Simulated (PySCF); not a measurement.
**input.py for SbO⁺**

File input.py (PySCF 2.14):

```python
from pyscf import gto, scf

mol = gto.M(
    atom='Sb 0 0 0; O 0 0 1.962',
    basis='x2c-svpall',
    charge=1,
    spin=0,
    verbose=4,
)
mf = scf.RHF(mol)
mf = mf.sfx2c1e()
mf.kernel()
mf.stability(internal=True, external=True)
mf.dip_moment()
print('orbital energies (hartree):', mf.mo_energy[..., max(0, mol.nelec[1]-3):mol.nelec[0]+3].round(4))
```

```bash
$ OMP_NUM_THREADS=1 python input.py
```

It prints:

```
PySCF version 2.14.0

[INPUT] verbose = 4
[INPUT] num. atoms = 2
[INPUT] num. electrons = 58
[INPUT] charge = 1
[INPUT] spin (= nelec alpha-beta = 2S) = 0
[INPUT] symmetry False subgroup None
[INPUT] Mole.unit = angstrom
[INPUT] Symbol           X                Y                Z      unit          X                Y                Z       unit  Magmom
[INPUT]  1 Sb     0.000000000000   0.000000000000   0.000000000000 AA    0.000000000000   0.000000000000   0.000000000000 Bohr   0.0
[INPUT]  2 O      0.000000000000   0.000000000000   1.962000000000 AA    0.000000000000   0.000000000000   3.707642656397 Bohr   0.0

nuclear repulsion = 110.04296740844
number of shells = 6
number of NR pGTOs = 129
number of NR cGTOs = 50
basis = x2c-svpall
ecp = {}

******** <class 'pyscf.x2c.sfx2c1e.sfX2C1eRHF'> ********
method = sfX2C1eRHF
initial guess = minao
damping factor = 0
level_shift factor = 0
DIIS = <class 'pyscf.scf.diis.CDIIS'>
diis_start_cycle = 1
diis_space = 8
diis_damp = 0
SCF conv_tol = 1e-09
SCF conv_tol_grad = None
SCF max_cycles = 50
direct_scf = True
direct_scf_tol = 1e-13

******** <class 'pyscf.x2c.sfx2c1e.SpinFreeX2CHelper'> ********
approx = 1e
xuncontract = 1
Set gradient conv threshold to 3.16228e-05
Initial guess from minao.
init E= -6551.6793256141
  HOMO = -0.420646216939149  LUMO = -0.124463054250132  gap/eV = 8.05955
cycle= 1 E= -6551.58468756515  delta_E= 0.0946  |g|= 0.881  |ddm|= 1.88
  HOMO = -0.493922786967049  LUMO = -0.273047646999245  gap/eV = 6.01032
cycle= 2 E= -6550.19731061836  delta_E= 1.39  |g|= 2.44  |ddm|= 2.76
  HOMO = -0.651564922826187  LUMO = -0.322723317344113  gap/eV = 8.94824
cycle= 3 E= -6551.82539566453  delta_E= -1.63  |g|= 0.0695  |ddm|=  1.9
  HOMO = -0.667714016787416  LUMO = -0.291120764410806  gap/eV = 10.24762
cycle= 4 E= -6551.8276569516  delta_E= -0.00226  |g|= 0.0246  |ddm|= 0.151
  HOMO = -0.674467863124865  LUMO = -0.288019630147824  gap/eV = 10.51579
cycle= 5 E= -6551.82801348834  delta_E= -0.000357  |g|= 0.007  |ddm|= 0.0509
  HOMO = -0.673984431118128  LUMO = -0.287765510460728  gap/eV = 10.50955
cycle= 6 E= -6551.82808086934  delta_E= -6.74e-05  |g|= 0.00617  |ddm|= 0.0202
  HOMO = -0.674117469243767  LUMO = -0.288242486259073  gap/eV = 10.50019
cycle= 7 E= -6551.82813346304  delta_E= -5.26e-05  |g|= 0.003  |ddm|= 0.0251
  HOMO = -0.674320761640066  LUMO = -0.288101442480026  gap/eV = 10.50956
cycle= 8 E= -6551.82814573209  delta_E= -1.23e-05  |g|= 0.000674  |ddm|= 0.0184
  HOMO = -0.674410583432109  LUMO = -0.288104730082332  gap/eV = 10.51192
cycle= 9 E= -6551.82814584004  delta_E= -1.08e-07  |g|= 0.00019  |ddm|= 0.000908
  HOMO = -0.674417089314102  LUMO = -0.288104277255931  gap/eV = 10.51211
cycle= 10 E= -6551.82814584975  delta_E= -9.71e-09  |g|= 5.49e-06  |ddm|= 0.000271
  HOMO = -0.67441546361276  LUMO = -0.288104290635579  gap/eV = 10.51206
cycle= 11 E= -6551.82814584977  delta_E= -1.64e-11  |g|= 9.34e-07  |ddm|= 2.2e-05
  HOMO = -0.674415451125129  LUMO = -0.288104215047589  gap/eV = 10.51206
Extra cycle  E= -6551.82814584976  delta_E= 4.55e-12  |g|= 6.09e-07  |ddm|= 2.36e-06
converged SCF energy = -6551.82814584976
rhf_internal: lowest eigs of H = [0.15556446 0.15556886 0.37434878]
<class 'pyscf.x2c.sfx2c1e.sfX2C1eRHF'> wavefunction is stable in the internal stability analysis
rhf_real2complex: lowest eigs of H = [0.00477417 0.06133884 0.06134857]
<class 'pyscf.x2c.sfx2c1e.sfX2C1eRHF'> wavefunction is stable in the real -> complex stability analysis
rhf_external: lowest eigs of H = [-0.09886028 -0.04854556 -0.04854206]
<class 'pyscf.x2c.sfx2c1e.sfX2C1eRHF'> wavefunction has an RHF/RKS -> UHF/UKS instability
Dipole moment(X, Y, Z, Debye):  0.00000, -0.00000, -4.21343
orbital energies (hartree): [-0.6944 -0.6744 -0.6744 -0.2881 -0.2881 -0.1353]
```

In short: E(SCF) = -6551.828146 Eh, 11 cycles, internal stable; real -> complex stable; RHF/RKS -> UHF/UKS unstable.

It ran on Arm Neoverse V1 (1 thread, shared host) in 2.1 s, peak memory 0.14 GiB.

The stability test finds a lower solution, so these numbers belong to a saddle point. The bond length is a typed value, not an optimised one. The dipole of an ion depends on the origin.
